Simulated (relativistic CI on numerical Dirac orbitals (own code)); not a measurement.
## d1 to d9 in one octahedral field

Computed with a parametric ligand-field model without spin-orbit coupling, by exact diagonalisation: B = 810, C = 3090, 10Dq = 17300 cm⁻¹ (Oh; |10Dq|/B = 21.4) for every shell. Energies in cm⁻¹; the field energy is (0.6 n_e − 0.4 n_t2) × 10Dq of the ground term; g labels are left out.

```
Shell  Ground term  Electrons in e  Field energy  First spin-allowed bands  Lowest term of other spin
   d1          2T2           0.000         -6920                  2E 17300                           
   d2          3T1           0.035        -13234      3T2 15796, 3T1 26441                  1T2 11501
   d3          4A2           0.000        -20760      4T2 17300, 4T1 25049                   2E 15122
   d4           5E           1.000        -10380                 5T2 17300                   3T1 1616
   d5            ?               ?             ?                         ?                          ?
   d6          1A1           0.058        -40518      1T1 15514, 1T2 24956                   5T2 7859
   d7           2E           1.046        -30343      2T1 15339, 2T2 15896                   4T1 2077
   d8          3A2           2.000        -20760      3T2 17300, 3T1 25049                   1E 12439
   d9           2E           3.000        -10380                 2T2 17300
```

(1) Fill in the row of d5.

Answers

(1) Ground term: 6A1; Electrons in e: 2.000; Field energy: 0; First spin-allowed bands: none; Lowest term of other spin: 2T2 5741. Low spin: d6, d7; the other shells keep the spin of the free ion. Only d4 to d7 can choose; the field needed to pair spins is smallest for d6 and largest for d5, which loses most exchange energy. In the strong-field picture 10Dq must exceed about 6B + 5C = 20310 (d4), 7.5B + 5C = 21525 (d5), 2.5B + 4C = 14385 (d6) and 4B + 4C = 15600 (d7); mixing of terms shifts these bounds somewhat.
